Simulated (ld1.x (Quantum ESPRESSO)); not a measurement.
An all-electron radial function and its pseudo partner (Tc (Z = 43))

Columns: radius, all-electron u(r) and pseudo u(r) of the 5s shell (level -4.43 eV) of technetium in the configuration [Kr] 4d6 5s1 5p0; LDA (PZ), scalar-relativistic, RRKJ scheme, ld1.x (Quantum ESPRESSO) 7.5.

```csv
r (bohr),all-electron,pseudo
0.217,0.0891,0.0209
0.435,0.0666,0.0444
0.652,-0.2035,0.0726
0.870,-0.2676,0.1090
1.088,-0.1584,0.1562
1.305,0.0159,0.2161
1.522,0.1895,0.2887
1.740,0.3353,0.3699
1.957,0.4449,0.4499
2.175,0.5211,0.5186
2.392,0.5683,0.5666
2.610,0.5926,0.5923
2.827,0.5991,0.5991
3.045,0.5922,0.5922
3.262,0.5755,0.5755
3.480,0.5518,0.5518
3.697,0.5237,0.5237
3.915,0.4925,0.4925
4.132,0.4600,0.4600
4.350,0.4268,0.4268
4.567,0.3942,0.3942
4.785,0.3622,0.3622
5.002,0.3316,0.3316
5.220,0.3024,0.3024
5.437,0.2751,0.2751
5.655,0.2495,0.2495
```

(1) How many radial nodes do the two functions have?

(2) At about which radius was the pseudo-wave matched?

(3) Is the pseudo-wave norm-conserving?

## Answers

(1) The all-electron 5s function has n − l − 1 = 4 (the table is too coarse to show those close to the nucleus); the pseudo-wave has 0, since the states of the same l below it are removed with the core.

(2) 2.95 bohr. The columns agree to 0.0005 from 2.61 bohr on; several derivatives are matched, so the curves merge somewhat inside the radius.

(3) Yes: the RRKJ scheme keeps the norm inside the radius equal to the all-electron one, which fixes the energy derivative of the logarithmic derivative at the level.
